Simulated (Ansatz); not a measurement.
`CCO[SiH2]Cl` + `OC(F)F` → `COC(F)F` + `CO[SiH2]Cl`  (substitution at a C–C bond)

Gas-phase electronic energies from Ansatz, PBE0-D4/def2-TZVP geometries. CCSD(T)/CBS adds triple-zeta CCSD(T) − MP2 to the extrapolated MP2 energy (def2 sets, frozen cores). DFT in def2-TZVPP. B3LYP here is the variant with VWN-RPA as its local correlation; programs differ in this. HSE06 is defined as in plane-wave codes. One conformer a species, not always the lowest.

`CCO[SiH2]Cl`:

```xyz
12

C     1.057    1.073    1.222
C     0.569   -0.103    0.416
O    -0.492    0.318   -0.430
Si   -1.440   -0.688   -1.284
Cl   -0.345   -1.732   -2.680
H     0.255    1.473    1.845
H     1.881    0.768    1.871
H     1.410    1.867    0.563
H     0.219   -0.905    1.079
H     1.378   -0.512   -0.199
H    -2.066   -1.709   -0.410
H    -2.425    0.150   -1.993
```

`OC(F)F`:

Z-matrix (Å, degrees):
```
C
F 1 1.355
F 1 1.355 2 105.7
O 1 1.346 2 111.4 3 -121.2
H 1 1.091 2 109.4 3 117.7
H 4 0.966 1 108.8 2 58.9
```

`COC(F)F`:

Z-matrix (Å, degrees):
```
C
O 1 1.417
H 1 1.093 2 111.2
H 1 1.096 2 110.9 3 122.1
H 1 1.088 2 106.4 3 -119.3
C 2 1.349 1 113.9 3 -66.8
F 6 1.336 2 107.6 1 -172.4
F 6 1.360 2 111.2 1 70.3
H 6 1.099 2 113.6 1 -50.8
```

`CO[SiH2]Cl`:

```xyz
9

C     0.396    1.169   -0.622
O    -0.058   -0.157   -0.793
Si   -0.499   -1.141    0.424
Cl    1.083   -1.509    1.686
H     0.460    1.634   -1.606
H     1.387    1.185   -0.157
H    -0.294    1.752   -0.002
H    -0.921   -2.414   -0.190
H    -1.553   -0.519    1.261
```

| level | ΔE (kJ/mol) | difference from CCSD(T)/CBS |
| --- | --- | --- |
| LDA (SPW92) | 67.5 | 0.5 |
| PBE-D4 | 65.2 | -1.8 |
| revPBE-D4 | 64.9 | -2.1 |
| BLYP-D4 | 59.8 | -7.2 |
| r2SCAN-D4 | 64.6 | -2.4 |
| B97M-V | 63.7 | -3.3 |
| PBE0-D4 | 66.9 | -0.1 |
| B3LYP-D4 | 61.5 | -5.5 |
| r2SCANh-D4 | 65.4 | -1.6 |
| r2SCAN0-D4 | 66.5 | -0.5 |
| HSE06-D4 | 66.8 | -0.2 |
| BHLYP-D4 | 62.0 | -5.0 |
| CAM-B3LYP-D4 | 62.0 | -5.0 |
| ωB97X-V | 62.3 | -4.7 |
| ωB97M-V | 65.2 | -1.8 |
| B2PLYP | 63.2 | -3.8 |
| PBE-QIDH | 68.3 | 1.3 |
| PBE | 64.3 | -2.7 |
| revPBE | 63.3 | -3.7 |
| BLYP | 58.3 | -8.7 |
| r2SCAN | 64.2 | -2.8 |
| PBE0 | 66.1 | -0.9 |
| B3LYP | 60.2 | -6.8 |
| r2SCANh | 65.0 | -2.0 |
| HSE06 | 66.0 | -1.0 |
| BHLYP | 60.9 | -6.1 |
| CAM-B3LYP | 61.1 | -5.9 |
| LC-ωPBE | 66.6 | -0.4 |
| RPA@PBE/def2-TZVPP | 59.5 | -7.5 |
| HF/def2-SVP | 58.4 | -8.6 |
| MP2/def2-SVP | 70.8 | 3.8 |
| CCSD/def2-SVP | 65.2 | -1.8 |
| CCSD(T)/def2-SVP | 65.3 | -1.7 |
| HF/def2-TZVPP | 57.5 | -9.5 |
| SCS-MP2/def2-TZVPP | 64.9 | -2.1 |
| CCSD/def2-TZVPP | 65.0 | -2.0 |
| CCSD(T)/def2-TZVPP | 65.3 | -1.7 |
| HF/def2-QZVPP | 57.0 | -10.0 |
| MP2/def2-QZVPP | 70.6 | 3.6 |
| HF/CBS(def2) | 57.0 | -10.0 |
| CCSD(T)/CBS | 67.0 | 0 |

(1) What do rigid-rotor, harmonic-oscillator terms from PBE0-D4/def2-TZVP frequencies (298.15 K, 1 bar) make of the CCSD(T)/CBS value? (Best estimate.)

Largest T1 diagnostic among the species: 0.012.

Results:

(1) Computed: ΔZPE = -0.9 kJ/mol, ΔH = +66.8 kJ/mol, ΔS = 2 J/(mol·K), ΔG = +66.1 kJ/mol. Modes under 50 cm⁻¹ make the entropy rough.

Leaving LDA and LC-ωPBE aside and taking each functional with its dispersion term where it has one, the values spread over 8.5 kJ/mol, from BLYP-D4 to PBE-QIDH. LDA lies +3.2 kJ/mol from PBE without D4. In def2-TZVPP, CCSD(T) changes the Hartree–Fock value by +7.8 kJ/mol (the triples alone add +0.4 kJ/mol) and MP2 by +12.3 kJ/mol.
